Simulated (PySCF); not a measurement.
Vertical excitations of a molecule C₂H₄F₂Si₂ from TDDFT-B3LYP/def2-SVPD in PySCF 2.14.0, as energy in eV (oscillator strength): 5.32 (0.000), 5.50 (0.001), 5.51 (0.002), 7.42 (1.141), 7.59 (0.023), 7.61 (0.003), 7.64 (0.000), 7.70 (0.001), 7.80 (0.008), 7.88 (0.015). Lowest triplet (TDA): 4.36 eV. Geometry optimised at PBE-D3(BJ)/def2-SVP. The values are those of a single conformer.

Task: Identify the compound among the candidates.
A. F[SiH](F)C#C[SiH3]
B. FC1=C[SiH2][Si@H]1F
C. C#C[Si](F)(F)[SiH3]
D. F[Si@H]1C=C[Si@@H]1F

Result: A, F[SiH](F)C#C[SiH3]
